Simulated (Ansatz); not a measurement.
Ansatz (a quantum-chemistry and plane-wave program) input (wB97X-V/def2-TZVPD):

Ansatz 0.2 input:
```yaml
crystal:
  periodic: [false, false, false]
  atoms:
    - {symbol: F, position_ang: [1.63394505, -1.06399377, -0.54006197]}
    - {symbol: Si, position_ang: [1.25059463, 0.58686059, -0.38132654]}
    - {symbol: C, position_ang: [-0.24550251, 0.34817695, 0.91659923]}
    - {symbol: Si, position_ang: [-1.83093415, -0.12453717, 0.09688187]}
    - {symbol: H, position_ang: [2.27815768, 0.91504558, 0.74043421]}
    - {symbol: H, position_ang: [-0.38679354, 1.30707265, 1.43108782]}
    - {symbol: H, position_ang: [0.03508065, -0.39599281, 1.67045508]}
    - {symbol: H, position_ang: [-1.70813122, -1.32872601, -0.77145544]}
    - {symbol: H, position_ang: [-2.95918163, -0.45187623, 1.03750595]}
    - {symbol: H, position_ang: [-2.36686919, 0.96883102, -0.76483973]}
basis:
  gaussian:
    orbitals: def2-TZVPD
hamiltonian:
  xc: {name: wB97X-V}
total_charge: -1
output: {forces: true}
```

End of the output:

```
integrals: 0.20 GiB planned
1245 factors; their error is unknown
integrals: 0.24 GiB planned
455 factors; integrals over basis functions are off by at most 1.5e-5 eV
0.39 GiB of the device are held for the grids
1.54 GiB of device memory are held for the factors and their scratch space
mean field: 1.22 GiB planned
mean field evaluation 1: about -19605.6094 eV, gradient 2.4e1 eV
mean field evaluation 2: about -19606.5101 eV, gradient 1.7e1 eV
mean field evaluation 4: about -19607.1948 eV, gradient 1.2e0 eV
mean field evaluation 8: about -19607.2096 eV, gradient 4.5e-2 eV
mean field evaluation 16: about -19607.2100 eV, gradient 4.8e-5 eV
mean field -19607.21003128 eV, -720.5516784053 hartree, gradient 4.9e-5 eV, S^2 0.000000; 0 other end points of the search recorded, 0 dependent functions left out
the calculation of the forces begins
reference -19607.21002824 eV, -720.5516782936 hartree; 25, 25 occupied and 192, 192 virtual orbitals, 1245 factors
Total energy: -19607.21002824 eV, -720.5516782936 hartree
Atom 0 at     1.633945    -1.063994    -0.540062 Å, force    -0.008894     0.074017    -0.001651 eV/Å
Atom 1 at     1.250595     0.586861    -0.381327 Å, force    -0.105446    -0.094579     0.250681 eV/Å
Atom 2 at    -0.245503     0.348177     0.916599 Å, force     0.077789    -0.006447    -0.217082 eV/Å
Atom 3 at    -1.830934    -0.124537     0.096882 Å, force     0.018111     0.017913    -0.007321 eV/Å
Atom 4 at     2.278158     0.915046     0.740434 Å, force    -0.028763    -0.014001    -0.081265 eV/Å
Atom 5 at    -0.386794     1.307073     1.431088 Å, force     0.004523     0.075774     0.030974 eV/Å
Atom 6 at     0.035081    -0.395993     1.670455 Å, force     0.043873    -0.041893     0.038794 eV/Å
Atom 7 at    -1.708131    -1.328726    -0.771455 Å, force     0.015054    -0.048794    -0.028737 eV/Å
Atom 8 at    -2.959182    -0.451876     1.037506 Å, force    -0.003101    -0.001913     0.037391 eV/Å
Atom 9 at    -2.366869     0.968831    -0.764840 Å, force    -0.013146     0.039923    -0.021784 eV/Å
Dipole moment:    -0.706670    -0.227813     0.493603 e Å
```

It need not be the lowest isomer of its formula. Whether it binds its extra electron was not tested at this geometry.
